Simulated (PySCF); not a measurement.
# Au⁻ (gold, charge -1) across methods

[Xe] 4f14 5d10 6s2, closed-shell 1S. Calculation: PySCF 2.14, in def2-QZVPPD with the def2 core potential (60 electrons); scalar relativity through the core potential.

| method | E (hartree) | mean ε 5p (eV) | mean ε 5d (eV) | mean ε 6s (eV) | Σ⟨r²⟩ (bohr²) | ⟨S²⟩ |
| --- | --- | --- | --- | --- | --- | --- |
| PW91 | -135.8899 | -52.601 | 0.284 | 0.671 | 68.88 | 0.000 |
| PBE | -135.8273 | -52.542 | 0.321 | 0.708 | 69.09 | 0.000 |
| LDA | -135.5956 | -52.502 | 0.180 | 0.460 | 68.70 | 0.000 |
| BLYP | -135.7769 | -52.529 | 0.450 | 0.779 | 69.56 | 0.000 |
| BHandHLYP | -135.6399 | -60.199 | -2.754 | -0.451 | 69.85 | 0.000 |
| CAM-B3LYP | -135.7333 | -57.678 | -2.614 | -0.962 | 69.48 | 0.000 |
| PBE0 | -135.7736 | -56.357 | -1.250 | 0.089 | 69.05 | 0.000 |
| r2SCAN | -135.8375 | -54.227 | 0.137 | 0.547 | 67.97 | 0.000 |

(1) Estimate the same row for UHF.

Energies and moments cover only the electrons outside the core potential. Spin-orbit coupling, which splits the p, d and f shells strongly at this Z, is absent.

The highest occupied level is positive at PW91, PBE, LDA, BLYP, PBE0, r2SCAN: only the finite basis holds that electron, which in a density functional comes from self-interaction.

Results:

(1) E (hartree) = -134.81039; mean ε 5p (eV) = -67.319; mean ε 5d (eV) = -5.472; mean ε 6s (eV) = -0.998; Σ⟨r²⟩ (bohr²) = 72.37; ⟨S²⟩ = 0.000.
